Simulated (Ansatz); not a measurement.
`NC1(N)N[SiH2]1`. Total charge 0; spin multiplicity 1. The structure was optimised at the PBE0-D4/def2-TZVP level. It is one conformer, not always the lowest.

```xyz
12

N     0.601   -0.403    1.355
C     0.248    0.018    0.030
N     1.341    0.548   -0.731
N    -1.032    0.786    0.002
Si   -1.250   -0.793   -0.682
H     0.886    0.402    1.910
H     1.399   -1.025    1.308
H     1.080    0.684   -1.699
H     1.604    1.461   -0.365
H    -1.399    1.025    0.914
H    -1.897   -1.882    0.084
H    -1.581   -0.821   -2.126
```

(1) What is the dipole moment at r2SCAN/def2-TZVPP? (An estimate is asked.)

(2) And with PBE, B3LYP, ωB97M-V? (Estimate.)

(3) Give the Mulliken charges with r2SCAN, PBE, ωB97M-V in def2-TZVPP. (An estimate is asked.)

## Answers

(1) Ansatz gave: 0.67 D, with components (0.24, 0.46, 0.43) D in this frame, pointing from negative to positive charge.

(2) Computed: PBE 0.71 D, B3LYP 0.49 D, ωB97M-V 0.47 D.

(3) Computed: 
| atom | r2SCAN | PBE | ωB97M-V |
| --- | --- | --- | --- |
| N1 | -0.35 | -0.32 | -0.29 |
| C2 | 0.10 | 0.07 | 0.05 |
| N3 | -0.31 | -0.28 | -0.24 |
| N4 | -0.35 | -0.27 | -0.31 |
| Si5 | 0.41 | 0.26 | 0.32 |
| H6 | 0.12 | 0.12 | 0.10 |
| H7 | 0.15 | 0.15 | 0.12 |
| H8 | 0.13 | 0.14 | 0.11 |
| H9 | 0.11 | 0.11 | 0.09 |
| H10 | 0.13 | 0.13 | 0.10 |
| H11 | -0.07 | -0.06 | -0.02 |
| H12 | -0.08 | -0.06 | -0.03 |

B3LYP here is the variant with VWN-RPA as its local correlation; programs differ in this.
